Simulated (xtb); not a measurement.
C2H4FGa, SMILES C=[CH][GaH][F]. All values are semi-empirical tight-binding results from xtb (GFN2-xTB unless named), good for trends rather than for accurate numbers. Geometry: GFN2-xTB. The structure was generated by enumeration; whether it is a known compound was not checked. One conformer was computed; it need not be the lowest.

Optimised geometry:

```xyz
8

Ga     0.2936    -0.4171     0.0000
H      1.8257    -0.7209     0.0000
F     -0.6709    -1.8753     0.0000
C     -0.6514     1.3609     0.0000
C      0.0210     2.5025     0.0000
H     -1.7406     1.3576     0.0000
H     -0.4693     3.4672     0.0000
H      1.1029     2.5238     0.0000
```

For metal compounds this method's bond lengths and energies can be far off.

```yaml
point_group_as_xtb_finds_it: Cs
orbital_gap: 4.27 eV
zero_point_energy: 29.1 kcal/mol
G − E(el) at 298.15 K (modified RRHO): 9.9 kcal/mol
```

Task: Give the atomic charges and the Wiberg bond orders between heavy atoms. (Estimate from the structure and the level; the computed values follow.)

Result: charges (e) Ga1 0.21, H2 -0.02, F3 -0.27, C4 -0.07, C5 -0.06, H6 0.09, H7 0.06, H8 0.07. Bond orders Ga1–F3 1.17, Ga1–C4 0.88, C4–C5 1.95.
